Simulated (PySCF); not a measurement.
Task: Give a PBE0-D3(BJ)/def2-TZVP geometry of 5-chloro-2-hydroxypyridine, `Oc1ccc(Cl)cn1`.

Result: 
```
atom  x, y, z in Å
O1    -2.1143   -0.8889   -1.1259
C2    -1.0013   -0.4636   -0.5100
C3    -0.4770    0.7822   -0.8548
C4     0.6658    1.1982   -0.2091
C5     1.2383    0.3655    0.7456
Cl6    2.6692    0.8377    1.5830
C7     0.6419   -0.8516    1.0155
N8    -0.4617   -1.2571    0.3952
H9    -2.3153   -1.7583   -0.7562
H10   -0.9638    1.3896   -1.6059
H11    1.1170    2.1561   -0.4360
H12    1.0679   -1.5206    1.7559
```

Orientation and origin are arbitrary. Atoms count from 1 in this order. The 8 heavy atoms lie in one plane (0.000 Å rms). N8 (pyridine-type nitrogen) is bent (angle 118.4°). The 6-membered ring C2–C3–C4–C5–C7–N8 has internal angles of 117.8° to 123.6° (sum 720°, against 720° for a flat polygon); it is planar, 0.00 Å rms from its mean plane, widest ring torsion 0°.

Bonds between heavy atoms (Å): O1–C2 1.341, C2–C3 1.395, C3–C4 1.377, C4–C5 1.390, C5–Cl6 1.724, C5–C7 1.382, C7–N8 1.329, C2–N8 1.319.

Computed with PBE0-D3(BJ)/def2-TZVP geometry optimisation, gas phase (PySCF).

Point group: Cs (tolerance 0.08 Å). No PBE0-D3(BJ)/def2-TZVP frequencies stand behind this structure, so it isn't proved a minimum. One conformer, not necessarily the lowest (H–O1–C2–C3 180°).
